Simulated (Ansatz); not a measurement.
`C[B-]1(Cl)OC(C(F)(F)F)=CC(C(F)(F)F)=[O+]1` → B• + 6 C• + Cl• + 6 F• + 4 H• + 2 O•  (atomization)

Program: Ansatz. Geometries: PBE0-D4/def2-TZVP. ΔE: electronic, gas phase. CCSD(T)/CBS is the MP2 limit (def2-TZVPP, def2-QZVPP) plus CCSD(T) − MP2 in def2-TZVPP, frozen cores. This one scheme is used for every species, atoms too. For atomizations the MP2-based limit and the directly extrapolated one differ by several kJ/mol either way, and by 10 to 25 for some Ge, Se and Sn compounds, so smaller differences from it don't rank the levels. Functionals use def2-TZVPP. No spin–orbit coupling; open shells (•) take unrestricted orbitals. Spin–orbit coupling would lower the free atoms: a little for B, C, Cl, F, O.

`C[B-]1(Cl)OC(C(F)(F)F)=CC(C(F)(F)F)=[O+]1`:

Cartesian coordinates in Å:
```
C 1.560 0.489 2.355
B 1.204 -0.113 0.950
Cl 2.462 -1.219 0.194
O 0.944 1.000 -0.073
C 0.139 0.825 -1.032
C 0.179 1.933 -2.085
F -0.661 1.674 -3.083
F -0.167 3.091 -1.532
F 1.403 2.046 -2.580
C -0.757 -0.226 -1.122
C -0.855 -1.017 0.009
C -1.970 -2.051 0.167
F -1.452 -3.246 0.411
F -2.710 -2.127 -0.936
F -2.759 -1.710 1.181
O -0.095 -0.926 1.015
H 1.726 -0.306 3.084
H 0.761 1.134 2.734
H 2.475 1.082 2.300
H -1.429 -0.335 -1.956
```

```json
{"species": "`C[B-]1(Cl)OC(C(F)(F)F)=CC(C(F)(F)F)=[O+]1`", "CAM-B3LYP energy (Eh)": "-1465.85930"}
{"species": "B•", "CAM-B3LYP energy (Eh)": "-24.64068"}
{"species": "C•", "CAM-B3LYP energy (Eh)": "-37.83702"}
{"species": "Cl•", "CAM-B3LYP energy (Eh)": "-460.16616"}
{"species": "F•", "CAM-B3LYP energy (Eh)": "-99.74685"}
{"species": "H•", "CAM-B3LYP energy (Eh)": "-0.49881"}
{"species": "O•", "CAM-B3LYP energy (Eh)": "-75.07325"}
```

Q: Work out ΔE.

A: ΔE = 6 × (-37.83702) + 6 × (-99.74685) + 4 × (-0.49881) + 2 × (-75.07325) + (-24.64068) + (-460.16616) − (-1465.85930) = 3.40750 Eh = +92.72 eV. CCSD(T)/CBS gives +92.41 eV.

Largest T1 diagnostic among the species: 0.015.

The D4 term adds +1.05 eV with B3LYP and +0.57 eV with PBE0; it sums over pairs of atoms, weighted by their polarisabilities, and B3LYP, whose exchange is more repulsive, gets the larger term. Leaving LDA and LC-ωPBE aside and taking each functional with its dispersion term where it has one, the values, not all of them listed here, spread over 9.69 eV, from BHLYP-D4 to PBE-D4. LDA lies +15.40 eV from PBE without D4, its usual overbinding.

B3LYP here is the variant with VWN-RPA as its local correlation; programs differ in this.
